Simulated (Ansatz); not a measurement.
`C=C[SiH2]O[SiH2]F` from Hartree–Fock to CCSD(T)

```xyz
13

C    -1.241    1.654    0.118
C    -1.738    0.506   -0.332
Si   -0.826   -1.104   -0.287
O     0.639   -0.906    0.429
Si    2.188   -0.464    0.350
F     2.293    1.116    0.555
H    -0.248    1.721    0.551
H    -1.805    2.582    0.072
H    -2.742    0.509   -0.757
H    -1.577   -2.117    0.496
H    -0.628   -1.626   -1.667
H     2.757   -0.769   -0.983
H     2.930   -1.101    1.457
```

Total charge 0; spin multiplicity 1. The geometry is a stationary point of PBE0-D4/def2-TZVP. It is one conformer, not always the lowest. Frozen core, restricted reference, the Gaussian-basis code of Ansatz. CBS rows extrapolate triple and quadruple zeta; past MP2 they add the triple-zeta difference.

| basis | HF (Eh) | MP2 corr. | CCSD corr. | (T) | CCSD(T) total |
| --- | --- | --- | --- | --- | --- |
| def2-TZVPP | -832.27018 | -1.04401 | -1.09299 | -0.03972 | -833.40289 |
| def2-QZVPP | -832.30158 | -1.12724 | – | – | – |
| CBS(def2) | -832.30591 | -1.18889 | -1.23787 | as TZ | -833.58350 |
